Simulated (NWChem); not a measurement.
Species: C$_{4}$H$_{5}$FO; SMILES O(C=C=CF)C

```xyz
11

C     -1.1010    -1.8069     0.0859
O      0.2731    -1.8951    -0.2008
C      0.9684    -0.7518    -0.1444
C      0.5113     0.4479     0.1599
C      0.1303     1.6532     0.4903
F     -0.3278     2.5539    -0.3872
H     -1.5163    -2.8162    -0.0248
H     -1.2692    -1.4466     1.1154
H     -1.6070    -1.1157    -0.6100
H      2.0231    -0.9167    -0.3937
H      0.1389     2.0541     1.5110
```
Atoms are numbered in this order, from 1.

All runs: NWChem. Pople sets run with spherical d functions. The geometry was optimised at PBE0/def2-SVP. B3LYP is NWChem's, with the RPA form of VWN correlation. GIAO values for the isolated, static molecule; σ is the absolute isotropic shielding, δ = σ(reference) − σ with the isolated reference molecule computed at the same levels (13C: tetramethylsilane, 19F: trichlorofluoromethane, 1H: tetramethylsilane, 17O: water).

For level PBE/pcSseg-1:

- δ C1 (ppm) = 57.2
- δ O2 (ppm) = 131.4
- δ C3 (ppm) = 135.0
- δ C5 (ppm) = 138.8
- δ F6 (ppm) = -117.3
- δ H7 (rotor mean) (ppm) = 3.55
- δ H11 (ppm) = 7.41

Task: What are these values for level B3LYP/6-31G*?

Result: 
| Property | Result |
|---|---|
| δ C1 (ppm) | 52.7 |
| δ O2 (ppm) | 85.6 |
| δ C3 (ppm) | 121.8 |
| δ C5 (ppm) | 124.4 |
| δ F6 (ppm) | -113.2 |
| δ H7 (rotor mean) (ppm) | 3.41 |
| δ H11 (ppm) | 6.99 |
